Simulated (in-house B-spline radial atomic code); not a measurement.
A fraction x of an electron is removed from 3p in Ni4+, starting from [Ar] 3d6 and keeping the highest spin. All numbers are computed (scalar-relativistic (X2C) BLYP, spin-polarised, spherical fractional occupations; Fermi nucleus of rms radius 3.7757 fm) with a B-spline radial code for spherical atoms, not measured.

```
   x  E(x) - E(0) (eV)  3p down level (eV)
   0            0.0000            -129.576
0.11           14.3928            -132.115
0.13           17.0397            -132.579
0.36           48.1495            -137.954
0.44           59.2613            -139.842
 0.5           67.6944            -141.263
0.56                 ?                   ?
0.67                 ?                   ?
0.86          120.0974            -149.893
0.89          124.6051            -150.620
   1          141.3202            -153.293
```

Task: What belongs in the row x = 0.56?

Result: An energy change of 76.2130 eV; 3p down at -142.690 eV.

Task: What belongs in the row x = 0.67?

Result: An energy change of 92.0532 eV; 3p down at -145.317 eV.

Task: Check Janak's theorem between x = 0.11 and 0.13.

Result: The slope of the energy is 132.34 eV; the orbital levels give 132.35 eV (-ε of the emptying orbital, averaged over the two points).
